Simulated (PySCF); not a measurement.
C7H8O.
Numbering: `[O:1]=[CH:2][C@:3]12[CH2:4][C@@H:5]3[C@H:6]([CH2:7]1)[C@H:8]23` (hydrogens: H9 on C2; H10, H11 on C4; H12 on C5; H13 on C6; H14, H15 on C7; H16 on C8)

Structure optimised with GFN2-xTB, isolated species.

Q: List the bond lengths, angles and torsions at this level.

A: 
```csv
bond,length (pm)
O1=C2,120.1
C2–C3,147.7
"C3–C4, C3–C7",154.6
"C4–C5, C6–C7",151.5
C5–C6,151.8
C3–C8,155.6
"C5–C8, C6–C8",150.0
C2–H9,111.2
"C4–H10, C7–H14",108.8
"C4–H11, C7–H15",109.0
"C5–H12, C6–H13",107.6
C8–H16,107.1
```

Bonds in one row agree within 1 pm and their mean is given. A selection of angles:
```csv
angle,degrees
O1–C2–C3,126.3
C2–C3–C4,120.4
C2–C3–C8,128.5
C4–C3–C7,101.9
C4–C3–C8,89.0
C3–C4–C5,85.4
C4–C5–C6,107.0
C4–C5–C8,92.3
C6–C5–C8,59.6
C3–C8–C6,85.6
C5–C8–C6,60.8
```

Dihedral angles: O1–C2–C3–C4 -116° (anticlinal); C2–C3–C4–C5 156° (antiperiplanar); C3–C4–C5–C6 38° (synclinal); C4–C5–C6–C7 0° (synperiplanar); C5–C6–C7–C3 -38° (synclinal); C5–C6–C8–C3 87° (synclinal); C2–C3–C7–C6 -155° (antiperiplanar); C2–C3–C8–C6 149° (anticlinal); C4–C5–C8–C6 108° (anticlinal).

The 4-membered ring C3–C4–C5–C8 has internal angles of 85.4° to 92.3° (sum 352°, against 360° for a flat polygon); it is puckered, 0.14 Å rms from its mean plane, widest ring torsion 21°. The 3-membered ring C5–C6–C8 has internal angles of 59.6° to 60.8°. Of the pairs four or more bonds apart, H11···H15 is among the closest relative to their van der Waals radii: 2.39 Å, 100 % of the sum of Bondi's values. The 4-membered ring C3–C7–C6–C8 has internal angles of 85.4° to 92.4° (sum 352°, against 360° for a flat polygon); it is puckered, 0.14 Å rms from its mean plane, widest ring torsion 21°. The C–C distances run from 1.477 Å (C2–C3, drawn single) to 1.556 Å (C3–C8, drawn single), a spread of 0.079 Å.

Point group: Cs (every atom within 0.08 Å of its image). No GFN2-xTB frequencies stand behind this structure, so it isn't proved a minimum. One conformer, not necessarily the lowest.

All values are computed, not measured.
